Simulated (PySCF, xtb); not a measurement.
Al(F)(I)(OMe) (CH3AlFIO), SMILES C[O][Al]([F])[I].

GFN2-xTB (xtb) at its own geometry gives an orbital gap of 4.04 eV and a dipole moment of 4.11 D.

Geometry: PBE0-D3(BJ)/def2-SVP. The def2 effective core potentials stand for the cores of I; spin–orbit coupling is left out. Other conformers were not sampled.

Problem. What does PBE/def2-TZVP (PySCF) give? (Estimate from the structure and the level; the computed values follow.)

Solution. gap 4.86 eV (levels -6.90 and -2.03 eV), dipole 2.00 D.
